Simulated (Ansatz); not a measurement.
Calculated with Ansatz (gas phase, PBE0-D4/def2-TZVP geometries, no zero-point term in ΔE). CBS: MP2 limit from def2 TZ/QZ plus the TZ coupled-cluster correction, frozen cores. DFT in def2-TZVPP. B3LYP here is the variant with VWN-RPA as its local correlation; programs differ in this. Each species was taken in one conformer, which may not be the lowest.

Reaction (formal exchange of groups at the Si–C bond): `NC[SiH2]Cl` + `NBCN` → `NB[SiH2]Cl` + `NCCN`

`NC[SiH2]Cl`:

```xyz
10

N     1.303    0.321   -0.695
C     0.213    0.691    0.195
Si   -0.858   -0.795    0.571
Cl   -1.570   -1.547   -1.217
H     1.891    1.116   -0.907
H     0.945   -0.033   -1.573
H    -0.427    1.515   -0.159
H     0.628    1.014    1.159
H    -2.030   -0.405    1.393
H    -0.094   -1.878    1.231
```

`NBCN`:

Z-matrix (Å, degrees):
```
C
B 1 1.576
N 1 1.459 2 113.3
H 1 1.100 2 105.8 3 -118.0
H 1 1.105 2 110.1 3 129.0
N 2 1.391 1 120.9 3 -162.4
H 2 1.200 1 121.3 3 18.4
H 3 1.011 1 110.9 2 53.9
H 3 1.012 1 111.4 2 173.0
H 6 1.007 2 123.5 1 1.5
H 6 1.005 2 123.0 1 -177.1
```

`NB[SiH2]Cl`:

Cartesian coordinates in Å:
```
N 0.178 0.032 1.652
B -0.286 -0.581 0.502
Si 0.145 0.193 -1.306
Cl -1.624 0.672 -2.274
H -0.018 -0.315 2.577
H 0.735 0.871 1.653
H -0.950 -1.572 0.615
H 0.878 -0.751 -2.192
H 0.943 1.451 -1.227
```

`NCCN`:

Z-matrix (Å, degrees):
```
C
C 1 1.521
N 1 1.455 2 110.8
H 1 1.104 2 108.9 3 125.5
H 1 1.095 2 108.6 3 -118.7
N 2 1.452 1 115.9 3 -60.1
H 2 1.095 1 108.8 3 177.5
H 2 1.094 1 108.6 3 61.3
H 3 1.013 1 110.3 2 71.9
H 3 1.012 1 110.8 2 -170.3
H 6 1.013 2 111.4 1 -54.7
H 6 1.012 2 110.9 1 65.6
```

```tsv
level	ΔE (kJ/mol)	difference from CCSD(T)/CBS
PBE0-D4	23.4	-2.0
B3LYP-D4	26.9	1.5
r2SCANh-D4	26.6	1.2
BHLYP-D4	29.0	3.6
ωB97X-V	25.5	0.1
B2PLYP	27.0	1.6
PBE	20.6	-4.8
BLYP	24.2	-1.2
r2SCAN	26.0	0.6
r2SCAN0	27.3	1.9
RPA@PBE/def2-TZVPP	20.0	-5.4
CCSD(T)/def2-SVP	13.6	-11.8
MP2/def2-QZVPP	30.4	5.0
SCS-MP2/def2-QZVPP	28.1	2.7
HF/CBS(def2)	28.8	3.4
CCSD/CBS(def2)	26.6	1.2
CCSD(T)/CBS	25.4	0
```

Q: What do rigid-rotor, harmonic-oscillator terms from PBE0-D4/def2-TZVP frequencies (298.15 K, 1 bar) make of the CCSD(T)/CBS value? (Estimate.)

A: Ansatz gave: ΔZPE = +5.1 kJ/mol, ΔH = +29.7 kJ/mol, ΔS = -8 J/(mol·K), ΔG = +32.1 kJ/mol. Modes under 50 cm⁻¹ make the entropy rough.

Largest T1 diagnostic among the species: 0.012.

From BLYP to BHLYP (50 % exact exchange), in def2-TZVPP and without D4, ΔE moves by +4.2 kJ/mol. Leaving LDA and LC-ωPBE aside and taking each functional with its dispersion term where it has one, the values, not all of them listed here, spread over 11.1 kJ/mol, from revPBE-D4 to ωB97M-V. At CCSD(T), def2-SVP lies −11.8 kJ/mol from the extrapolated value and def2-TZVPP −2.1 kJ/mol.
